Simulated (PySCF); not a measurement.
# Electronic structure of Se²⁺ (selenium, charge +2) at the UHF level

Configuration: [Ar] 3d10 4s2 4p2, high-spin 3P determinant. Calculation: PySCF 2.14, in Sapporo-DKH3-DZP-2012 (6s5p3d1f, 43 functions); the spin-free X2C one-electron Hamiltonian (Gaussian nucleus).

```json
{
  "Total energy": "-2426.930627 hartree",
  "One-electron energy": "-3351.1623 hartree",
  "Hartree (Coulomb) energy": "1010.5641 hartree",
  "Exchange energy": "-86.3324 hartree",
  "⟨S²⟩": "2.0077",
  "⟨L²⟩": "2.022",
  "Sum of ⟨r⟩": "19.87 bohr",
  "Sum of ⟨r²⟩": "24.22 bohr²",
  "Traceless quadrupole moment −½Σ⟨3z² − r²⟩ along its main axis": "1.84 e·bohr²",
  "Langevin diamagnetic susceptibility": "-19.2 ×10⁻⁶ cm³/mol",
  "Time after the integrals": "0.15 s of wall time on 1 thread of Neoverse-V1 (shared host)"
}
```

| shell | electrons | mean orbital energy (eV) | spread (eV) | rms radius, mean of both spins (bohr) |
| --- | --- | --- | --- | --- |
| 1s α | 1 | -12760.3 | 0 | 0.0508 |
| 1s β | 1 | -12760.0 | 0 | 0.0508 |
| 2s α | 1 | -1719.5 | 0 | 0.212 |
| 2s β | 1 | -1719.4 | 0 | 0.212 |
| 2p α | 3 | -1510.7 | 0.102 | 0.189 |
| 2p β | 3 | -1510.5 | 0.225 | 0.189 |
| 3s α | 1 | -273.98 | 0 | 0.612 |
| 3s β | 1 | -273.51 | 0 | 0.612 |
| 3p α | 3 | -206.21 | 0.121 | 0.636 |
| 3p β | 3 | -205.57 | 0.709 | 0.636 |
| 3d α | 5 | -93.776 | 0.373 | 0.693 |
| 3d β | 5 | -93.442 | 0.695 | 0.693 |
| 4s α | 1 | -45.880 | 0 | 1.84 |
| 4s β | 1 | -40.008 | 0 | 1.84 |
| 4p α | 2 | -31.467 | 0 | 2.14 |

Densities and radii are taken from the X2C orbitals without a picture-change correction, which distorts them close to the nucleus.
